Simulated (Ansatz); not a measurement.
ClGeH$_{7}$Si$_{2}$, SMILES `[SiH3][GeH2][SiH2]Cl`, relaxed with RKS PBE0-D4/def2-TZVP in Ansatz 0.2.0 from a PBE-D4/def2-SVP geometry. The force threshold is 0.005 eV/Å; the program also tests the step.

The species carries charge 0 and has multiplicity 1.

Start:

```xyz
11

Si   -1.435    0.409   -1.249
Ge    0.684    0.819   -0.213
Si    1.077   -0.971    1.324
Cl   -0.759   -1.370    2.258
H    -2.522    0.537   -0.220
H    -1.686    1.391   -2.361
H    -1.447   -0.986   -1.815
H     0.667    2.172    0.549
H     1.830    0.873   -1.264
H     1.507   -2.216    0.598
H     2.085   -0.657    2.394
```

(1) By how much does the energy fall, and how many steps does the optimiser take? (Best estimate.)

(2) Which bonds change most? (Estimate.)

(3) Give the relaxed structure. (An estimate is asked.)

Results:

(1) The calculation gave: 3.30 kJ/mol, in 17 steps, 1 of them rejected.

(2) Ansatz gave: Si3–Cl4 from 2.097 to 2.065 Å; Si3–H10 from 1.504 to 1.484 Å; Si3–H11 from 1.503 to 1.484 Å; Si1–H7 from 1.505 to 1.486 Å.

(3) Computed: 
```xyz
11

Si   -1.425    0.407   -1.306
Ge    0.636    0.797   -0.183
Si    1.067   -0.974    1.341
Cl   -0.615   -1.255    2.504
H    -2.539    0.435   -0.326
H    -1.655    1.448   -2.342
H    -1.382   -0.927   -1.961
H     0.585    2.126    0.591
H     1.797    0.879   -1.193
H     1.330   -2.245    0.620
H     2.202   -0.690    2.254
```
